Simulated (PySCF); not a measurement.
A PySCF script (with the pyscf-properties extension) for the NMR shieldings of SMILES [SiH2]([C@H](CB)C#C)SC, C₅H₁₁BSSi, on a GFN2-xTB geometry:

```python
import basis_set_exchange as bse
import numpy as np
from pyscf import gto, dft
from pyscf.prop import nmr

atoms = """
B    -1.937858   -2.030660   -0.717148
C    -1.658904   -0.513742   -0.969609
C    -1.249741    0.328150    0.251005
C    -1.317043    1.740063   -0.058922
C    -1.367037    2.900665   -0.350036
Si    0.511305   -0.079571    0.855519
S     1.815940    0.081874   -0.837971
C     3.413773   -0.045501    0.019423
H    -2.172397   -2.722258   -1.630401
H    -1.957428   -2.475226    0.365589
H    -0.908217   -0.383272   -1.756229
H    -2.572496   -0.081988   -1.399776
H    -1.945407    0.132321    1.073398
H    -1.420414    3.918529   -0.597119
H     0.618641   -1.441366    1.380744
H     0.960694    0.885376    1.859323
H     3.484644   -1.005371    0.520920
H     3.505875    0.763867    0.736258
H     4.186267    0.037359   -0.737267
"""
names = dict.fromkeys(["B", "C", "Si", "S", "H"], "pcSseg-1")
basis = {el: gto.basis.parse(bse.get_basis(n, elements=[el], fmt="nwchem")) for el, n in names.items()}
mol = gto.M(atom=atoms, basis=basis, charge=0, verbose=0)
mf = dft.RKS(mol, xc="PBE0")
mf.grids.level = 2
mf.grids.alignment = dft.numint.BLKSIZE   # the property module wants whole blocks of grid points
mf.conv_tol = 1e-9
mf.kernel()

calc = nmr.RKS(mf)   # GIAO
C = mf.mo_coeff
Co = C[:, mf.mo_occ > 0]
resp = mf.gen_response(singlet=True, hermi=2)
def vind(x):   # induced exchange potential for any number of trial vectors
    d = np.einsum("pi,xij,qj->xpq", C, 2 * x.reshape(-1, C.shape[1], Co.shape[1]), Co, optimize=True)
    return np.einsum("xpq,pi,qj->xij", resp(d - d.transpose(0, 2, 1)), C, Co, optimize=True).ravel()
mo1, _ = nmr.rhf.solve_mo1(calc, with_cphf=vind)
sigma = calc.kernel(mo1)
for i, s in enumerate(sigma):   # ppm
    print("%2d %-2s %9.2f" % (i, mol.atom_pure_symbol(i), np.trace(s) / 3))
```

**Question.** What does it print?

**Answer.** 
```
 0 B       8.97
 1 C     147.04
 2 C     169.91
 3 C      95.43
 4 C     110.87
 5 Si    358.71
 6 S     739.03
 7 C     173.74
 8 H      23.78
 9 H      23.81
10 H      29.14
11 H      29.62
12 H      29.20
13 H      30.11
14 H      26.77
15 H      26.93
16 H      29.84
17 H      29.73
18 H      29.55
```

These numbers come from an equivalent density-fitted implementation of the same equations, which agrees with the script to about 0.01 ppm for H and up to a few tenths of a ppm for heavy atoms, so last digits may differ.

Size and cost of the density-fitted run: 205 basis functions, 71 s wall time on 1 thread of an Arm Neoverse N1, shared host; peak memory 0.92 GiB.
